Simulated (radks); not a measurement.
Charge is removed step by step from the 4s down level of the lutetium ion Lu+, starting from [Ar] 3d10 4s(up 1, down 1) 4p6 4d10 4f14 5s2 5p6 6s2. Method: scalar-relativistic Kohn-Sham, BLYP, spin-polarised, spherical densities, point nucleus; computed with a radial shooting solver on a logarithmic mesh with Libxc functionals.

| removed (e) | E - E(0) (eV) | eigenvalue (eV) | E minus straight line (eV) |
|---|---|---|---|
| 0 | 0.000 | -494.13 | 0.000 |
| 0.1 | 49.464 | -496.18 | -0.976 |
| 0.2 | 99.135 | -498.27 | -1.744 |
| 0.3 | 149.02 | -500.40 | -2.302 |
| 0.4 | 199.11 | -502.57 | -2.645 |
| 0.5 | 249.43 | -504.77 | -2.769 |
| 0.6 | 299.97 | -507.00 | -2.671 |
| 0.7 | 350.73 | -509.27 | -2.349 |
| 0.8 | 401.72 | -511.56 | -1.798 |
| 0.9 | 452.94 | -513.89 | -1.016 |
| 1 | 504.40 | -516.25 | 0.000 |

Removing the whole electron costs 504.40 eV by Delta-SCF, against 494.13 eV from minus the eigenvalue at the starting occupation. Slater's transition state (half an electron removed) gives 504.77 eV. Integrating minus the eigenvalue over the occupation (Janak's theorem) gives 504.91 eV. In this scalar-relativistic scheme the density is built from large components alone, so the theorem holds only approximately. The mean slope of the eigenvalue, de/dn, is 22.1 eV per electron.
